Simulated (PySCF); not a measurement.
A PySCF script (with the pyscf-properties extension) for the NMR shieldings of SMILES C(C)C(C)(C)[P@@H](=S)CO, C6H15OPS, on a GFN2-xTB geometry:

```python
import basis_set_exchange as bse
import numpy as np
from pyscf import gto, dft
from pyscf.prop import nmr

atoms = """
C    -1.307956    1.259807   -1.057132
C    -1.133363   -0.186826   -0.613191
C    -0.560473   -0.378551    0.795771
C    -1.452038    0.225332    1.878918
C    -0.355296   -1.868891    1.065488
P     1.112735    0.432890    1.021900
S     2.063848    0.022136    2.656510
C     2.179741    0.092139   -0.468846
O     3.396877    0.748866   -0.288465
H    -0.352834    1.779432   -1.090570
H    -1.976366    1.799243   -0.391656
H    -1.737597    1.284476   -2.056055
H    -2.106767   -0.685116   -0.640113
H    -0.486705   -0.702778   -1.327967
H    -1.046737   -0.009164    2.862905
H    -2.459704   -0.181604    1.815059
H    -1.506786    1.309432    1.786832
H    -1.315108   -2.380946    1.104317
H     0.247046   -2.329755    0.282694
H     0.150819   -2.014397    2.019897
H     0.846151    1.796370    0.868030
H     1.735042    0.484832   -1.385828
H     2.311154   -0.999402   -0.564723
H     3.742583    0.522238    0.590836
"""
names = dict.fromkeys(["C", "P", "S", "O", "H"], "pcSseg-1")
basis = {el: gto.basis.parse(bse.get_basis(n, elements=[el], fmt="nwchem")) for el, n in names.items()}
mol = gto.M(atom=atoms, basis=basis, charge=0, verbose=0)
mf = dft.RKS(mol, xc="PBE0")
mf.grids.level = 2
mf.grids.alignment = dft.numint.BLKSIZE   # the property module wants whole blocks of grid points
mf.conv_tol = 1e-9
mf.kernel()

calc = nmr.RKS(mf)   # GIAO
C = mf.mo_coeff
Co = C[:, mf.mo_occ > 0]
resp = mf.gen_response(singlet=True, hermi=2)
def vind(x):   # induced exchange potential for any number of trial vectors
    d = np.einsum("pi,xij,qj->xpq", C, 2 * x.reshape(-1, C.shape[1], Co.shape[1]), Co, optimize=True)
    return np.einsum("xpq,pi,qj->xij", resp(d - d.transpose(0, 2, 1)), C, Co, optimize=True).ravel()
mo1, _ = nmr.rhf.solve_mo1(calc, with_cphf=vind)
sigma = calc.kernel(mo1)
for i, s in enumerate(sigma):   # ppm
    print("%2d %-2s %9.2f" % (i, mol.atom_pure_symbol(i), np.trace(s) / 3))
```

**Question.** Give the expected output.

**Answer.** 
```
 0 C     176.38
 1 C     151.42
 2 C     146.52
 3 C     163.09
 4 C     161.48
 5 P     295.44
 6 S     861.68
 7 C     124.97
 8 O     328.70
 9 H      30.77
10 H      30.58
11 H      30.62
12 H      30.20
13 H      30.34
14 H      29.82
15 H      31.11
16 H      30.46
17 H      30.97
18 H      31.23
19 H      29.52
20 H      24.95
21 H      27.48
22 H      28.11
23 H      29.50
```

These numbers come from an equivalent density-fitted implementation of the same equations, which agrees with the script to about 0.01 ppm for H and up to a few tenths of a ppm for heavy atoms, so last digits may differ.

**Question.** Turn these shieldings into chemical shifts. δ = σ(ref) − σ, references computed at the same level: $^{13}$C (σref 186.93) and $^{1}$H (σref 31.72) vs TMS; $^{31}$P (σref 318.38) against H3PO4; CS2 for $^{33}$S (σref 503.73); $^{17}$O (σref 336.08) vs H2O.

**Answer.** Averaging equivalent atoms: C 7: 62.0; C 2: 40.4; C 1: 35.5; C 4: 25.4; C 3: 23.8; C 0: 10.5; P 5: 22.9; S 6: -358; O 8: 7.4; H 20: 6.77; H 21: 4.23; H 22: 3.61; H 23: 2.22; H 12: 1.52; H 13: 1.38; H 14/15/16: 1.25; H 17/18/19: 1.15; H 9/10/11: 1.06 ppm. Experimental scales use liquid or dissolved standards, which lie at an offset from isolated H2O (liquid H2O: subtract about 36 ppm) and H3PO4.

Size and cost of the density-fitted run: 242 basis functions, roughly 2.5 core-minutes.
